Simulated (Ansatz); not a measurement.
Species: C$_{7}$H$_{10}$N (charge +1, singlet). It need not be the lowest isomer of its formula. 
Coordinates optimised at B3LYP-D3(BJ)/def2-TZVP (Ansatz, an electronic-structure program):
```
N
H 1 1.0144
C 1 1.3551 2 117.24
C 1 1.3551 2 117.24 3 180.00
C 3 1.3817 1 117.32 2 180.00
H 5 1.0798 3 119.23 1 -179.99
C 4 1.3817 1 117.32 2 -180.00
H 7 1.0798 4 119.23 1 179.99
C 5 1.3895 6 121.12 3 -179.99
H 9 1.0820 5 119.72 6 -0.01
C 3 1.4904 1 117.72 2 -0.02
H 11 1.0866 3 110.50 1 179.70
H 11 1.0926 12 108.31 3 121.58
H 11 1.0926 12 108.30 13 116.88
C 4 1.4904 1 117.72 2 0.02
H 15 1.0866 4 110.50 1 -179.70
H 15 1.0926 16 108.31 4 -121.58
H 15 1.0926 16 108.30 17 -116.88
```
Charge +1, spin multiplicity 1.

Parts of the frozen-core correlation energy in STO-3G (Ansatz, hartree). Frozen orbitals: 8; correlated occupied orbitals by spin: 21 and 21; virtual: 21 and 21. No spin-orbit coupling. No relativistic terms. The restricted reference is unstable.

| term | value |
|---|---|
| reference (HF) | -321.26715 |
| MP2 opposite-spin | -0.36367 |
| MP2 same-spin | -0.08420 |
| CCSD correlation | -0.54414 |
| (T) | -0.01191 |
| T1 diagnostic | 0.011 |
| largest doubles amplitude | 0.125 |
